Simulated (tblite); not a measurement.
Input of a run (GFN2-xTB geometry optimisation, gas phase (tblite 0.8.0)), started from a force field or distance geometry:
```
{"job": {"kind": "relax", "xc": "GFN2-xTB", "basis": "xTB"}, "charge": 0, "multiplicity": 1}
C     -2.018100    -1.584900    -0.374900
C     -0.801100    -0.731600    -0.282600
C      0.457200    -1.208600    -0.501000
P      1.692000     0.037300    -0.334500
O      2.750800     0.293600    -1.355600
C      2.453000    -0.353000     1.264300
O      3.458500     0.643100     1.519900
C      0.452200     1.216800     0.089600
C     -0.795700     0.686200     0.076900
Si    -2.331000     1.637400     0.448100
H     -2.709400    -1.196100    -1.141400
H     -2.558100    -1.623800     0.586200
H     -1.786000    -2.612100    -0.640500
H      0.670600    -2.225400    -0.791600
H      2.947400    -1.319300     1.229200
H      1.736700    -0.348100     2.103100
H      3.947400     0.761500     0.685900
H      0.684700     2.237700     0.310500
H     -3.008700     1.058400     1.633100
H     -3.252500     1.584000    -0.705300
H     -1.999000     3.063700     0.737600
```

Output (eV, eV/Å):
```
step      E/eV     max force
  0    -838.80449    1.821
  1    -838.93575    1.615
  2    -838.98358    0.601
  3    -839.00920    0.442
  4    -839.02860    0.355
  5    -839.03520    0.221
  6    -839.04063    0.168
  7    -839.04504    0.150
  8    -839.04921    0.153
  9    -839.05271    0.142
 10    -839.05537    0.143
 11    -839.05735    0.116
 12    -839.05894    0.103
 13    -839.06023    0.090
 14    -839.06143    0.092
 15    -839.06271    0.079
 16    -839.06397    0.079
 17    -839.06498    0.057
 18    -839.06570    0.055
 19    -839.06627    0.047
 20    -839.06671    0.044
 21    -839.06701    0.037
 22    -839.06725    0.034
 23    -839.06749    0.038
 24    -839.06775    0.036
 25    -839.06794    0.028
 26    -839.06806    0.023
 27    -839.06816    0.025
 28    -839.06831    0.035
 29    -839.06854    0.047
 30    -839.06880    0.038
 31    -839.06901    0.027
 32    -839.06914    0.023
 33    -839.06924    0.033
 34    -839.06934    0.033
 35    -839.06942    0.019
 36    -839.06948    0.019
 37    -839.06954    0.018
 38    -839.06961    0.023
 39    -839.06966    0.018
 40    -839.06972    0.021
 41    -839.06977    0.021
 42    -839.06981    0.016
 43    -839.06984    0.013
 44    -839.06986    0.011
 45    -839.06988    0.011
 46    -839.06991    0.016
 47    -839.06994    0.017
 48    -839.06997    0.012
 49    -839.07000    0.012
 50    -839.07003    0.013
 51    -839.07007    0.018
 52    -839.07012    0.018
 53    -839.07017    0.017
 54    -839.07023    0.016
 55    -839.07027    0.017
 56    -839.07031    0.017
 57    -839.07036    0.017
 58    -839.07041    0.016
 59    -839.07046    0.013
 60    -839.07049    0.014
 61    -839.07053    0.013
 62    -839.07056    0.016
 63    -839.07059    0.014
 64    -839.07061    0.011
 65    -839.07064    0.013
 66    -839.07066    0.010
 67    -839.07068    0.011
 68    -839.07070    0.008
```

Q: Summarise the run.

A: The energy falls by 6.1 kcal/mol over 68 L-BFGS steps, the largest force on an atom goes from 1.82 to 0.008 eV/Å, and the atoms move by 0.087 Å rms after alignment. The bond that changes most is P4–C6 (phosphoryl phosphorus to carbinol carbon (C–OH)), which lengthens by 0.051 Å. Bonds longer at the end by more than 0.005 Å: 7 of 21; shorter: 10. Among the angles that change most is C1–C2–C9, from 125.0° to 120.0°. The energy never rose by more than 1e-5 eV on the way. The first step brought 49 % of the lowering.

Q: What are the final bond lengths?

A: C1–C2 1.489 Å, C2=C3 1.341 Å, C3–P4 1.806 Å, P4=O5 1.472 Å, P4–C6 1.864 Å, C6–O7 1.394 Å, P4–C8 1.810 Å, C8=C9 1.342 Å, C9–Si10 1.887 Å, C2–C9 1.475 Å, C1–H11 1.089 Å, C1–H12 1.089 Å, C1–H13 1.087 Å, C3–H14 1.076 Å, C6–H15 1.102 Å, C6–H16 1.090 Å, O7–H17 0.969 Å, C8–H18 1.076 Å, Si10–H19 1.466 Å, Si10–H20 1.465 Å, Si10–H21 1.461 Å. Numbering counts from 1 in the input's order; the species is `C(O)[P@]1(C=C(C)C(=C1)[SiH3])=O`.

Its GFN2-xTB frequencies are all real (lowest 46 cm⁻¹). The numbers are those of one conformer. 2 starts were optimised and ended at 0.00 and 0.08 kcal/mol (GFN2-xTB); the lowest of these is shown.

Shape of the structure used: `[CH3:1][C:2]1=[CH:3][P@:4](=[O:5])([CH2:6][OH:7])[CH:8]=[C:9]1[SiH3:10]`: C3–P4–C6–O7 -179°, H–O7–C6–P4 -45°.

These are computed values.
